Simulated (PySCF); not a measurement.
A side-by-side comparison of computed properties.

First species: C₄H₃ClO₂S₂.
Bonds: O1–S2 (double), S2–O3 (double), S2–Cl4, S2–C5, C5–C6 (aromatic), C6–C7 (aromatic), C7–C8 (aromatic), C8–S9 (aromatic), C5–S9 (aromatic). Hydrogens: H10 on C6; H11 on C7; H12 on C8.

Second species: C5H9N3OSi.
Geometry (GFN2-xTB, Å), atoms numbered from 1 in this order:
```xyz
19
C5H9N3OSi angstrom
C     -1.120   -1.577    0.747
C     -1.218   -0.214    0.165
N     -2.203    0.572    0.567
C     -2.274    1.772    0.000
N     -1.466    2.233   -0.928
N     -0.475    1.479   -1.321
C     -0.314    0.276   -0.805
C      0.878   -0.506   -1.274
O      1.741   -0.821   -0.221
Si     2.551    0.198    0.755
H     -1.303   -2.321   -0.029
H     -0.119   -1.746    1.138
H     -1.859   -1.691    1.535
H     -3.073    2.425    0.325
H      1.397    0.088   -2.034
H      0.551   -1.453   -1.720
H      1.633    1.045    1.525
H      3.454    1.059   -0.006
H      3.207   -0.808    1.573
```

Levels: PBE0/pcSseg-1 for dipole moment, HOMO energy, LUMO energy and HOMO–LUMO gap; GFN2-xTB for rotational constant A and rotational constant C. Geometries: GFN2-xTB. Each species is one conformer at its optimised geometry, gas phase, non-relativistic unless stated; the electronic structure was computed with PySCF and density fitting.

Dipoles, sizes and rotational constants follow the conformer. The torsions of the flexible species, by atom-mapped SMILES:
- `[O:1]=[S:2](=[O:3])([Cl:4])[c:5]1[cH:6][cH:7][cH:8][s:9]1`: O1–S2–C5–C6 157°
- `[CH3:1][c:2]1[n:3][cH:4][n:5][n:6][c:7]1[CH2:8][O:9][SiH3:10]`: N6–C7–C8–O9 120°, C7–C8–O9–Si10 -61°

Task: Which of the two has the higher HOMO–LUMO gap, and by how much?

Result: The first: 5.83 eV against 4.98 eV, a difference of 0.85 eV.

Task: Which has the higher LUMO energy?

Result: The second: -1.91 eV against -2.24 eV, a difference of 0.33 eV.

Task: Which has the higher dipole moment?

Result: The first: 5.19 D against 2.34 D, a difference of 2.85 D.

Task: Which has the higher rotational constant C?

Result: The first: 0.733 GHz against 0.723 GHz, a difference of 0.010 GHz.

Task: Which has the higher HOMO energy?

Result: The second: -6.89 eV against -8.07 eV, a difference of 1.18 eV.

On the first: The dipole matches unit charges of opposite sign 1.08 Å apart (1 e·Å = 4.8032 D).

On the second: The dipole matches unit charges of opposite sign 0.49 Å apart (1 e·Å = 4.8032 D). A dipole of 2.34 D is allowed in C1, and pure rotational transitions are dipole-allowed.
